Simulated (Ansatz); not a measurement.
Gas-phase electronic energies from Ansatz, PBE0-D4/def2-TZVP geometries. CCSD(T)/CBS is the MP2 limit (def2-TZVPP, def2-QZVPP) plus CCSD(T) − MP2 in def2-TZVPP, frozen cores. This one scheme is used for every species. DFT in def2-TZVPP. def2 core potentials past Kr. For Sn outer-core shells are correlated without core-valence functions, which leaves a few kJ/mol of doubt a bond. Each species was taken in one conformer, which may not be the lowest.

`[NH2][SnH]([OH])[Cl]` + `O[SiH2][SiH2]F` → `[NH2][SnH2][Cl]` + `O[SiH2][SiH](O)F`  (redistribution)

```tsv
level	ΔE (kJ/mol)
r2SCAN-D4	-86.6
PBE	-81.0
MP2/def2-TZVPP	-85.5
CCSD/CBS(def2)	-82.4
```

Problem. What does CCSD(T)/CBS give? (Estimate.)

Solution. The calculation gave: -81.1 kJ/mol. The listed levels differ from it by -5.5, 0.1, -4.4, -1.3 kJ/mol.

Largest T1 diagnostic among the species: 0.013.

From PBE to PBE0 (25 % exact exchange), in def2-TZVPP and without D4, ΔE moves by −5.1 kJ/mol.
